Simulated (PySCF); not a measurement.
C5H8O3.
Cartesian coordinates in Å at the GFN2-xTB level; atoms count from 1:
```
atom  x, y, z in Å
C1    -0.0133   -0.7379    2.8425
O2     0.0967   -0.6576    1.4458
C3    -0.3113    0.5855    0.9371
C4    -0.1826    0.6420   -0.5465
C5     0.2621   -0.3569   -1.3029
C6     0.3781   -0.2720   -2.7650
O7     0.7775   -1.1620   -3.4739
O8    -0.0087    0.9147   -3.2723
H9    -1.0518   -0.6003    3.1702
H10    0.3261   -1.7319    3.1252
H11    0.6133    0.0156    3.3368
H12    0.2939    1.3990    1.3774
H13   -1.3633    0.7868    1.2101
H14   -0.4838    1.5790   -0.9944
H15    0.5648   -1.2952   -0.8652
H16    0.0947    0.9002   -4.2364
```

The calculation used TDDFT PBE0/def2-SVPD, vertical, gas phase, core orbitals frozen in the response (PySCF 2.14.0, density-fitted response routines).

Task: What does the calculation give for the low-lying excited states?

Result: 

| state | E (eV) | λ (nm) | ν̃ (cm⁻¹) | f | symmetry | main configurations (H = HOMO, L = LUMO) |
| --- | --- | --- | --- | --- | --- | --- |
| S1 | 4.88 | 253.8 | 39390 | 0.0000 | – | H-1→L (97%) |
| S2 | 5.59 | 222.0 | 45050 | 0.100 | A′ | H→L (83%), H-2→L (17%) |
| S3 | 6.42 | 193.1 | 51790 | 0.437 | A′ | H-2→L (78%), H→L (15%) |
| S4 | 7.00 | 177.2 | 56420 | 0.044 | A′ | H-3→L (81%), H-1→L+1 (9%) |
| S5 | 7.10 | 174.5 | 57300 | 0.015 | A″ | H→L+1 (78%), H→L+2 (14%) |
| S6 | 7.21 | 171.9 | 58190 | 0.0023 | A″ | H-4→L (96%) |
| S7 | 7.49 | 165.6 | 60390 | 0.017 | A″ | H-2→L+1 (48%), H→L+2 (34%), H→L+1 (12%) |
| S8 | 7.52 | 164.9 | 60630 | 0.066 | A′ | H-1→L+1 (65%), H-1→L+2 (16%), H-3→L (13%) |

Triplets, Tamm–Dancoff:

| state | E (eV) | λ (nm) | main configurations (H = HOMO, L = LUMO) |
| --- | --- | --- | --- |
| T1 | 3.84 | 322.6 | H→L (48%), H-2→L (47%) |
| T2 | 4.44 | 279.2 | H-1→L (95%) |
| T3 | 5.53 | 224.2 | H-2→L (41%), H→L (41%), H-3→L (15%) |

The lowest singlet lies at 4.88 eV (254 nm, ultraviolet) and is dark (f under 0.0005); its leading configuration is HOMO-1→LUMO (97%). The most intense listed level is S3 at 6.42 eV (193 nm, f = 0.437), 1.54 eV above S1. Löwdin shares by element: HOMO carbon 37% or more, oxygen 34% or more (atoms not listed hold the other 29%); LUMO carbon 64% or more, oxygen 16% or more (atoms not listed hold the other 19%). The oscillator strengths of these states sum to 0.681; summed over the whole spectrum of an exact calculation they would give the number of electrons, 62 (Thomas–Reiche–Kuhn). Orbital energies (eV): HOMO-3 -9.33, HOMO-2 -8.26, HOMO-1 -8.05, HOMO -7.80, LUMO -1.31, LUMO+1 0.46, LUMO+2 0.72. Of the 8 states listed, 6 reach f = 0.01 and 1 stays under 0.0005. Symmetry labels in Cs follow from the direction of the transition dipole and are given only for states with f of 0.002 or more. The window holds the lowest 8 singlets.

On Arm Neoverse V1, one thread (shared host), this took 48 s.

One conformer stands for the species.
